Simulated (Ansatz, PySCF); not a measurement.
C₂H₅BO₃, SMILES OB1COCO1. Atoms are numbered in the order given.

```xyz
11

O      2.1381    -0.1047     0.3515
B      0.8013    -0.0309     0.1169
C     -0.0804     1.2543    -0.1847
O     -1.4099     0.7186    -0.0141
C     -1.3373    -0.6553    -0.2761
O     -0.0350    -1.1268     0.0930
H      2.4287    -1.0258     0.4873
H      0.0734     1.6493    -1.2215
H      0.0509     2.1058     0.5128
H     -2.1137    -1.1788     0.3220
H     -1.4858    -0.8876    -1.3636
```
Charge 0, spin multiplicity 1.

Geometry: PBE-D3(BJ)/def2-SVP. This is a generated structure with no PubChem entry under its InChIKey; it may be hypothetical. One conformer was computed; it need not be the lowest.

Vertical ionisation energy (IE) and electron affinity (EA) in eV. Rows of orbital energies are one-electron estimates. Where ΔSCF, EOM or ADC give a negative EA the extra electron is unbound and the value depends on the basis.

```json
[
 {"level": "−ε(HOMO), −ε(LUMO), HF/def2-TZVP (PySCF)", "IE": "11.62", "EA": "-3.20"},
 {"level": "−ε(HOMO), −ε(LUMO), PBE/def2-TZVP (PySCF)", "IE": "6.03", "EA": "0.13"},
 {"level": "ΔSCF, CAM-B3LYP/def2-TZVPD (Ansatz), final states of multiplicity 2 and 2", "IE": "10.13", "EA": "-0.79"},
 {"level": "ΔSCF, PBE/def2-TZVPD (Ansatz), final states of multiplicity 2 and 2", "IE": "9.54", "EA": "-0.59"}
]
```

Task: What vertical singlet–triplet gap does ΔSCF give with CAM-B3LYP/def2-TZVPD (Ansatz, a program for electronic structure) and with PBE/def2-TZVPD (Ansatz)? (Estimate from the structure and the level; the computed values follow.)

Result: 6.96 and 6.10 eV (triplet above singlet where positive).
